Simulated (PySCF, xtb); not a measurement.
C2H3, SMILES [CH2+][CH] (connectivity only; charge and spin as stated), charge +1, multiplicity 1.

GFN2-xTB (xtb) at its own geometry gives an orbital gap of 3.70 eV.

The structure is a stationary point at B3LYP-D3(BJ)/def2-TZVP.

Question: What does ωB97X/def2-TZVPD (PySCF) give? (Estimate from the structure and the level; the computed values follow.)

Answer: gap 10.93 eV (levels -19.44 and -8.51 eV).
